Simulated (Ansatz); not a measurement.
Cost and result up the ladder for the cluster SnGe₂ (the lowest singlet isomer of a short search) (3 atoms). Charge 0, multiplicity 1. Geometry: r2SCAN-D4/def2-TZVP.

```csv
atom,x (Å),y (Å),z (Å)
Ge1,-0.3028,-0.2334,1.6281
Ge2,-1.0207,-0.1633,-0.5423
Sn3,1.3235,0.3967,-1.0859
```

Ansatz on 4 threads of Arm Neoverse V1 on a shared host. Times are rough, and most runs start from the orbitals of an earlier one. ωB97X-V/def2-TZVP serves as the yardstick here, not as an exact answer. Differences are given only for rows in sets of like size (and for xTB, whose basis is part of the method), since another set adds its own error. Binding counts from free atoms at the same level (Ge triplet, Sn triplet; other spins of the atoms weren't run), without zero-point energy or a counterpoise term.

In the def2 sets Sn takes a core potential; there is no spin–orbit coupling. Correlated methods freeze 22 core orbitals; core or outer-core shells of Ge, Sn are correlated, in sets that lack core-valence functions. The structure comes from a short search, and lower isomers may exist.

Run but left out: PBE-QIDH/def2-TZVP (restricted singlet, unstable towards broken spin symmetry).

Correlated methods converge slowly with the basis.

```json
{"level": "PBE-D4/def2-SVP", "functions": "90", "wall time": "0.7 s"}
{"level": "PBE-D4/def2-TZVP", "functions": "146", "wall time": "1.1 s"}
{"level": "PBE0-D4/def2-SVP", "functions": "90", "wall time": "1.2 s"}
{"level": "PBE-D4/def2-TZVPD", "functions": "164", "wall time": "1.6 s"}
{"level": "MP2/def2-TZVP", "functions": "146", "wall time": "2.2 s"}
{"level": "BHLYP-D4/def2-TZVP", "functions": "146", "wall time": "2.4 s"}
{"level": "PBE0-D4/def2-TZVPD", "functions": "164", "wall time": "2.6 s"}
{"level": "r2SCAN-D4/def2-TZVP", "functions": "146", "wall time": "2.9 s"}
{"level": "PBE0-D4/def2-TZVP (with forces)", "functions": "146", "wall time": "3 s"}
{"level": "RPA@PBE/def2-TZVP", "functions": "146", "wall time": "3.1 s"}
{"level": "B2PLYP/def2-TZVP", "functions": "146", "wall time": "3.5 s"}
{"level": "r2SCAN-D4/def2-TZVPD", "functions": "164", "wall time": "3.7 s"}
{"level": "ωB97X-V/def2-TZVP", "functions": "146", "wall time": "5.5 s"}
{"level": "CCSD(T)/def2-TZVPP", "functions": "146", "wall time": "23 s"}
```

(1) Estimate what each level gives for the binding energy per atom (eV).

## Answers

(1) 
```csv
level,binding energy per atom (eV),difference from ωB97X-V/def2-TZVP (eV),remarks
PBE-D4/def2-SVP,2.24,–,–
PBE-D4/def2-TZVP,2.26,0.29,–
PBE0-D4/def2-SVP,2.05,–,–
PBE-D4/def2-TZVPD,2.27,0.30,–
MP2/def2-TZVP,2.13,0.16,restricted SCF unstable
BHLYP-D4/def2-TZVP,1.88,-0.09,–
PBE0-D4/def2-TZVPD,2.08,0.11,–
r2SCAN-D4/def2-TZVP,2.14,0.17,–
PBE0-D4/def2-TZVP (with forces),2.08,0.11,–
RPA@PBE/def2-TZVP,1.84,-0.13,–
B2PLYP/def2-TZVP,2.07,0.10,–
r2SCAN-D4/def2-TZVPD,2.14,0.17,–
ωB97X-V/def2-TZVP,1.97,0.00,–
CCSD(T)/def2-TZVPP,2.03,0.07,"large T1 (0.021), restricted SCF unstable"
```
